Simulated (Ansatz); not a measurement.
`C=C[SiH2]O[SiH2]F`, charge 0, multiplicity 1.

(1) Give a relaxed structure at PBE0-D4/def2-TZVP (Ansatz 0.2.0). (Best estimate.)

Results:

(1) The calculation gave: 
Z-matrix (Å, degrees):
```
Si
C 1 1.850
O 1 1.642 2 110.2
H 1 1.485 2 110.9 3 119.1
H 1 1.489 2 110.4 3 -120.6
C 2 1.330 1 123.9 3 2.3
H 2 1.090 1 117.8 3 -177.9
Si 3 1.613 1 150.3 2 -82.2
H 6 1.086 2 122.0 1 -0.1
H 6 1.086 2 121.9 1 179.8
F 8 1.597 3 109.1 1 83.4
H 8 1.476 3 109.1 1 -159.7
H 8 1.480 3 110.9 1 -34.3
```
This is one stationary point; other conformers may exist.
